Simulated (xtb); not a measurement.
C₃H₁₁OSi, charge +1, singlet, geometry from GFN2-xTB; GFN1-xTB with ALPB(ether) run with xtb.

xtb was given this input:
```
$ xtb mol.xyz --gfn 1 --chrg 1 --alpb ether --json

# file mol.xyz
16

C     -0.01865803     1.61044103    -1.10384659
Si     0.21052847    -0.04162594    -0.21302475
C     -0.56096068    -1.58591218    -0.97578354
C      1.66919300    -0.22646886     0.97035725
O     -1.23431534     0.18825717     1.28367608
H      0.67091116     1.68671800    -1.94083953
H      0.17835143     2.46341861    -0.45701539
H     -1.02081974     1.72804945    -1.51204642
H     -0.72974650    -2.36282821    -0.23278702
H      0.09569421    -2.00776543    -1.73284975
H     -1.51173285    -1.37920200    -1.46374506
H      1.49409246    -1.00509868     1.71010616
H      2.56988224    -0.50182001     0.42699171
H      1.89313498     0.69581211     1.50334623
H     -1.07915673     0.80072911     2.01205705
H     -2.17093207     0.17033314     1.05535701
```

The log (banner, timings and long lists left out):

```
   ID    Z sym.   atoms
    1    6 C      1, 3, 4
    2   14 Si     2
    3    8 O      5
    4    1 H      6-16

           -------------------------------------------------
          |                Calculation Setup                |
           -------------------------------------------------

           -------------------------------------------------
          |                 G F N 1 - x T B                 |
           -------------------------------------------------

      * Solvation model:               ALPB
        Solvent                        ether
        Parameter file                 internal GFN1-xTB/ALPB
        Dielectric constant                4.3300E+00
        Reference state                gsolv [1 M gas/solution]
        Free energy shift                  1.3619E-02 Eh       8.5463E+00 kcal/mol
        Temperature                        2.9815E+02 K
        Density                            7.1300E-01 kg/L
        Solvent mass                       7.4120E+01 g/mol
        Interaction kernel             P16
        Born radius scaling (c1)           1.8244E+00
        Born radii integrator          GBOBC
        Born offset                        0.0000E+00 a0       0.0000E+00 AA
        H-bond correction              true
        Ion screening                  false
        Surface tension                    1.0000E-05 Eh       1.5569E+01 dyn/cm
        Grid points                               230 per atom

          ...................................................
          :                      SETUP                      :
          :.................................................:
          :  # basis functions                  48          :
          :  # atomic orbitals                  47          :
          :  # shells                           33          :
          :  # electrons                        32          :
          :  # halogen bonds                     0          :
          :  max. iterations                   250          :
          :  Hamiltonian                  GFN1-xTB          :
          :  restarted?                      false          :
          :  GBSA solvation                   true          :
          :  PC potential                    false          :
          :  electronic temp.          300.0000000     K    :
          :  accuracy                    1.0000000          :
          :  -> integral cutoff          0.2500000E+02      :
[...]
         :: total energy             -18.487034012953 Eh    ::
[...]
     6H     0.08870  0.14375   0.911  0.000  0.000
     7H     0.08246  0.13745   0.918  0.000  0.000
     8H     0.08235  0.13734   0.918  0.000  0.000
     9H     0.08587  0.14146   0.914  0.000  0.000
    10H     0.08764  0.14266   0.912  0.000  0.000
    11H     0.08184  0.13692   0.918  0.000  0.000
    12H     0.08581  0.14140   0.914  0.000  0.000
    13H     0.08772  0.14274   0.912  0.000  0.000
    14H     0.08179  0.13687   0.918  0.000  0.000
    15H     0.44772  0.61749   0.552  0.000  0.000
    16H     0.44788  0.61764   0.552  0.000  0.000

Wiberg/Mayer (AO) data.
largest (>0.10) Wiberg bond orders for each atom

 ---------------------------------------------------------------------------
     #   Z sym  total        # sym  WBO       # sym  WBO       # sym  WBO
 ---------------------------------------------------------------------------
     1   6 C    3.976 --     2 Si   1.072     8 H    0.931     7 H    0.931
                             6 H    0.928
     2  14 Si   4.310 --     3 C    1.078     4 C    1.078     1 C    1.072
                             5 O    0.568
     3   6 C    3.977 --     2 Si   1.078    11 H    0.930     9 H    0.928
                            10 H    0.928
     4   6 C    3.977 --     2 Si   1.078    14 H    0.930    12 H    0.928
                            13 H    0.928
     5   8 O    2.170 --    15 H    0.783    16 H    0.783     2 Si   0.568
     6   1 H    0.991 --     1 C    0.928
     7   1 H    0.993 --     1 C    0.931
     8   1 H    0.993 --     1 C    0.931
     9   1 H    0.992 --     3 C    0.928
    10   1 H    0.991 --     3 C    0.928
    11   1 H    0.992 --     3 C    0.930
    12   1 H    0.992 --     4 C    0.928
    13   1 H    0.991 --     4 C    0.928
    14   1 H    0.992 --     4 C    0.930
    15   1 H    0.802 --     5 O    0.783
    16   1 H    0.802 --     5 O    0.783
 ---------------------------------------------------------------------------

Topologies differ in total number of bonds
Writing topology from bond orders to xtbtopo.mol

 dipole moment from electron density (au)
     X       Y       Z
  -1.2044   0.6559   0.9411  total (Debye):    4.227

           -------------------------------------------------
          | TOTAL ENERGY              -18.487034012953 Eh   |
          | GRADIENT NORM               0.041553062287 Eh/α |
          | HOMO-LUMO GAP               6.003530876578 eV   |
           -------------------------------------------------

normal termination of xtb
```
